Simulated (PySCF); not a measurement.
A geometry optimisation on `B(Cl)(C1=C(Br)C1)Cl`.

Method: PBE0-D3(BJ)/def2-SVP geometry optimisation, gas phase (PySCF 2.14.0). Start geometry: GFN2-xTB. A driver script takes a list of jobs; this job's settings line and coordinates (Å) are shown.

Command:
```bash
OMP_NUM_THREADS=1 python probes_run.py task.json out
```

Input:
```
{"job": {"xc": "PBE0", "basis": "def2-SVP", "d3": "d3bj", "grid": 1, "shake": 0.01, "kind": "geom"}, "charge": 0, "multiplicity": 1}
Cl     2.374670     1.797680    -0.056380
B      1.648140     0.241940    -0.074060
Cl     2.651930    -1.142500    -0.166140
C      0.185070     0.092790    -0.010120
C     -1.064190     0.598560     0.052820
Br    -2.151250     2.080020     0.152760
C     -1.030480    -0.875630     0.020640
H     -1.310390    -1.379220    -0.895640
H     -1.245680    -1.430800     0.942380
```

Output:
```
step   0  E = -3633.47236432  max force = 0.077609
step   1  E = -3633.47682560  max force = 0.007178
step   2  E = -3633.47713133  max force = 0.003843
step   3  E = -3633.47727644  max force = 0.003313
step   4  E = -3633.47738144  max force = 0.002214
step   5  E = -3633.47742673  max force = 0.000685
step   6  E = -3633.47742976  max force = 0.000284
optimisation converged
```

Energies in Eh; «max force» is the largest Cartesian gradient component in Eh/bohr.

Give the first gradient maximum in eV/Å.

With 1 Eh/bohr = 51.422 eV/Å, 3.991 eV/Å.

How much energy does the optimisation release, in kJ/mol?

E(step 0) − E(last step) = 0.005065 Eh, which is 13.3 kJ/mol.

Summary of the converged run: final energy -3633.47743 Eh after 6 steps; dipole 1.54 D.

Where do the atoms end?

0.037 Å rms from the input after alignment:
```
atom  x, y, z in Å
Cl1    2.4962    1.6683   -0.0502
B2     1.6697    0.1251   -0.0867
Cl3    2.5992   -1.3516   -0.2201
C4     0.1531    0.0740   -0.0053
C5    -1.0108    0.6704    0.0698
Br6   -1.9415    2.2405    0.1532
C7    -1.1073   -0.7981    0.0344
H8    -1.4449   -1.2986   -0.8854
H9    -1.3516   -1.3476    0.9557
```

Estimate the wall time. Hardware: an Arm Neoverse N1 with one thread, no GPU, shared host. And the peak memory of the process?

About 96 s, with 0.52 GiB resident at the peak, the Python interpreter and its libraries included.
Labels such as C1 count atoms from 1, the log's own numbers from 0.
